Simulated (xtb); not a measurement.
H3B3Cl3N3, charge +1, quartet, geometry from GFN2-xTB of the parent state (a state made from the parent by changing its charge; the spin is typed, not shown lowest); GFN2-xTB run with xtb.

xtb was given this input:
```
$ xtb mol.xyz --gfn 2 --chrg 1 --uhf 3 --json

# file mol.xyz
12

Cl    -1.10649196    -1.84293719    -1.64771566
B     -0.95953359    -1.46119950     0.26215245
N     -1.56305259    -0.11276765     0.40979466
B     -0.81681400     1.07137412     0.39637990
Cl    -1.58329854     2.62309703     0.55450241
N      0.60918933     0.98761877     0.32062072
B      1.29129520    -0.25970843     0.28710138
Cl     3.02849275    -0.32241355     0.32126765
N      0.53610941    -1.44407671     0.30613104
H     -2.56746590    -0.05596115     0.49105826
H      1.14733329     1.84103989     0.36335792
H      1.01173361    -2.33451739     0.28466587
```

The log (banner, timings and long lists left out):

```
   ID    Z sym.   atoms
    1   17 Cl     1, 5, 8
    2    5 B      2, 4, 7
    3    7 N      3, 6, 9
    4    1 H      10-12

           -------------------------------------------------
          |                Calculation Setup                |
           -------------------------------------------------

           -------------------------------------------------
          |                 G F N 2 - x T B                 |
           -------------------------------------------------

          ...................................................
          :                      SETUP                      :
          :.................................................:
          :  # basis functions                  57          :
          :  # atomic orbitals                  54          :
          :  # shells                           24          :
          :  # electrons                        47          :
          :  max. iterations                   250          :
          :  Hamiltonian                  GFN2-xTB          :
          :  restarted?                      false          :
          :  GBSA solvation                  false          :
          :  PC potential                    false          :
          :  electronic temp.          300.0000000     K    :
          :  accuracy                    1.0000000          :
          :  -> integral cutoff          0.2500000E+02      :
          :  -> integral neglect         0.1000000E-07      :
          :  -> SCF convergence          0.1000000E-05 Eh   :
          :  -> wf. convergence          0.1000000E-03 e    :
          :  Broyden damping             0.4000000          :
          :  net charge                          1          :
          :  unpaired electrons                  3          :
          ...................................................

 iter      E             dE          RMSdq      gap      omega  full diag
   1    -27.3557405 -0.273557E+02  0.895E+00    2.11       0.0  T
   2    -27.2273064  0.128434E+00  0.684E+00    0.96       1.0  T
   3    -27.2280110 -0.704606E-03  0.583E+00    0.72       1.0  T
   4    -27.2758140 -0.478030E-01  0.425E+00    2.36       1.0  T
   5    -27.3554063 -0.795924E-01  0.301E+00    1.94       1.0  T
   6    -27.4240424 -0.686360E-01  0.164E+00    1.74       1.0  T
   7    -27.4236532  0.389129E-03  0.147E+00    1.87       1.0  T
   8    -27.4250661 -0.141290E-02  0.825E-01    1.78       1.0  T
   9    -27.4265329 -0.146677E-02  0.868E-01    1.78       1.0  T
  10    -27.4300373 -0.350439E-02  0.721E-01    1.79       1.0  T
  11    -27.4284500  0.158728E-02  0.113E+00    1.79       1.0  T
  12    -27.4297177 -0.126769E-02  0.846E-01    1.80       1.0  T
  13    -27.4318558 -0.213812E-02  0.145E-01    1.78       1.0  T
  14    -27.4320092 -0.153352E-03  0.118E-01    1.79       1.0  T
  15    -27.4300316  0.197758E-02  0.674E-01    1.76       1.0  T
  16    -27.4308139 -0.782327E-03  0.539E-01    1.77       1.0  T
  17    -27.4317352 -0.921251E-03  0.281E-01    1.77       1.0  T
  18    -27.4319572 -0.221989E-03  0.173E-01    1.78       1.0  T
  19    -27.4320226 -0.653883E-04  0.109E-01    1.78       1.0  T
  20    -27.4320676 -0.450400E-04  0.364E-02    1.79       1.0  T
  21    -27.4320726 -0.501748E-05  0.167E-02    1.78       1.7  T
  22    -27.4320735 -0.867477E-06  0.686E-03    1.78       4.2  T
  23    -27.4320731  0.379815E-06  0.118E-02    1.78       2.5  T
  24    -27.4320735 -0.420966E-06  0.716E-03    1.78       4.0  T
  25    -27.4320738 -0.248028E-06  0.116E-03    1.78      24.9  T
  26    -27.4320738 -0.916353E-08  0.927E-04    1.78      31.1  T
  27    -27.4320738  0.205359E-08  0.105E-03    1.78      27.4  T
  28    -27.4320738 -0.415426E-08  0.252E-04    1.78     114.4  T

   *** convergence criteria satisfied after 28 iterations ***

         :::::::::::::::::::::::::::::::::::::::::::::::::::::
         ::                     SUMMARY                     ::
         :::::::::::::::::::::::::::::::::::::::::::::::::::::
         :: total energy             -27.268676616307 Eh    ::
         :: gradient norm              0.013428245903 Eh/a0 ::
         :: HOMO-LUMO gap              1.784269591504 eV    ::
         ::.................................................::
         :: SCC energy               -27.432037213660 Eh    ::
         :: -> isotropic ES            0.157174819296 Eh    ::
         :: -> anisotropic ES         -0.004427534493 Eh    ::
         :: -> anisotropic XC          0.004650170623 Eh    ::
         :: -> dispersion             -0.011247850840 Eh    ::
         :: repulsion energy           0.163360597353 Eh    ::
         :: add. restraining           0.000000000000 Eh    ::
         :: total charge               1.000000000000 e     ::
         :::::::::::::::::::::::::::::::::::::::::::::::::::::

           -------------------------------------------------
          |                Property Printout                |
           -------------------------------------------------

    * Orbital Energies and Occupations

         #    Occupation            Energy/Eh            Energy/eV
      -------------------------------------------------------------
         1        2.0000           -1.2088311             -32.8940
       ...           ...                  ...                  ...
        13        2.0000           -0.6787868             -18.4707
        14        2.0000           -0.6554017             -17.8344
        15        2.0000           -0.6459989             -17.5785
        16        2.0000           -0.6401339             -17.4189
        17        2.0000           -0.6290336             -17.1169
        18        2.0000           -0.6168557             -16.7855
        19        2.0000           -0.6078197             -16.5396
        20        1.9997           -0.6016280             -16.3711
        21        1.9932           -0.5987120             -16.2918
        22        1.7342           -0.5949456             -16.1893
        23        1.2730           -0.5930498             -16.1377
        24        1.0000           -0.5835519             -15.8793
        25        1.0000           -0.4540655             -12.3558 (HOMO)
        26                         -0.3884948             -10.5715 (LUMO)
        27                         -0.3324616              -9.0467
        28                         -0.2337084              -6.3595
        29                         -0.2211620              -6.0181
        30                         -0.2108963              -5.7388
        31                         -0.1662915              -4.5250
        32                         -0.1643990              -4.4735
        33                         -0.1636430              -4.4530
        34                         -0.1604208              -4.3653
        35                         -0.1601841              -4.3588
        36                         -0.1572497              -4.2790
       ...                                ...                  ...
        54                          0.3520837               9.5807
      -------------------------------------------------------------
                  HL-Gap            0.0655707 Eh            1.7843 eV
             Fermi-level           -0.5076303 Eh          -13.8133 eV

     #   Z          covCN         q      C6AA      α(0)
     1  17 Cl       0.876     0.068    97.130    15.077
     2   5 B        2.479     0.227    20.291     7.946
     3   7 N        2.567    -0.223    25.905     7.559
     4   5 B        2.519     0.353    17.670     7.291
     5  17 Cl       0.848    -0.000    99.146    15.233
     6   7 N        2.565    -0.248    26.485     7.643
     7   5 B        2.518     0.354    17.680     7.295
     8  17 Cl       0.848    -0.003    99.243    15.240
     9   7 N        2.619    -0.217    25.748     7.536
    10   1 H        0.860     0.232     0.958     1.534
    11   1 H        0.860     0.226     0.984     1.554
    12   1 H        0.860     0.233     0.953     1.529

 Mol. C6AA /au·bohr⁶  :       3699.505295
 Mol. C8AA /au·bohr⁸  :     126251.737541
 Mol. α(0) /au        :         95.436370

Wiberg/Mayer (AO) data.
largest (>0.10) Wiberg bond orders for each atom

 ---------------------------------------------------------------------------
     #   Z sym  total        # sym  WBO       # sym  WBO       # sym  WBO
 ---------------------------------------------------------------------------
     1  17 Cl   1.254 --     2 B    0.617     9 N    0.236     3 N    0.125
                             8 Cl   0.105
     2   5 B    2.634 --     3 N    0.974     9 N    0.933     1 Cl   0.617
     3   7 N    3.418 --     4 B    1.258     2 B    0.974    10 H    0.921
                             1 Cl   0.125
     4   5 B    3.481 --     3 N    1.258     6 N    1.152     5 Cl   0.989
     5  17 Cl   1.218 --     4 B    0.989
     6   7 N    3.509 --     7 B    1.177     4 B    1.152    11 H    0.923
     7   5 B    3.483 --     9 N    1.233     6 N    1.177     8 Cl   0.992
     8  17 Cl   1.237 --     7 B    0.992     1 Cl   0.105
     9   7 N    3.462 --     7 B    1.233     2 B    0.933    12 H    0.922
                             1 Cl   0.236
    10   1 H    0.946 --     3 N    0.921
    11   1 H    0.949 --     6 N    0.923
    12   1 H    0.945 --     9 N    0.922
 ---------------------------------------------------------------------------

Topologies differ in total number of bonds
Writing topology from bond orders to xtbtopo.mol

molecular dipole:
                 x           y           z       tot (Debye)
 q only:       -0.291      -0.412       0.400
   full:        0.001       0.059       0.066       0.224
molecular quadrupole (traceless):
                xx          xy          yy          xz          yz          zz
 q only:        3.762      -0.143       3.945       0.050       1.405      -7.707
  q+dip:        5.862      -2.228       3.900       1.540       4.108      -9.761
   full:        5.358      -2.480       2.875       1.849       4.378      -8.234

           -------------------------------------------------
          | TOTAL ENERGY              -27.268676616307 Eh   |
          | GRADIENT NORM               0.013428245903 Eh/α |
          | HOMO-LUMO GAP               1.784269591504 eV   |
           -------------------------------------------------

normal termination of xtb
```
